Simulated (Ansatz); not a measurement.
`CC1=CCCC1` + `CC[SiH2]S` → `CC[SiH2]SC` + `C1=CCCC1`  (substitution at a C–C bond)

Isolated molecules relaxed with PBE0-D4/def2-TZVP in Ansatz; ΔE leaves out vibrations. CCSD(T)/CBS adds triple-zeta CCSD(T) − MP2 to the extrapolated MP2 energy (def2 sets, frozen cores). DFT in def2-TZVPP. B3LYP here is the variant with VWN-RPA as its local correlation; programs differ in this. Each species was taken in one conformer, which may not be the lowest.

```csv
level,ΔE (kcal/mol),difference from CCSD(T)/CBS
PBE-D4,6.4,-0.2
r2SCAN-D4,7.0,0.4
PBE0-D4,6.9,0.3
B3LYP-D4,6.4,-0.2
ωB97X-V,6.8,0.2
ωB97M-V,6.7,0.1
B3LYP,7.1,0.5
SCS-MP2/def2-TZVPP,7.1,0.5
MP2/CBS(def2),6.6,0.0
CCSD/CBS(def2),6.9,0.3
CCSD(T)/CBS,6.6,0
```

Largest T1 diagnostic among the species: 0.010.
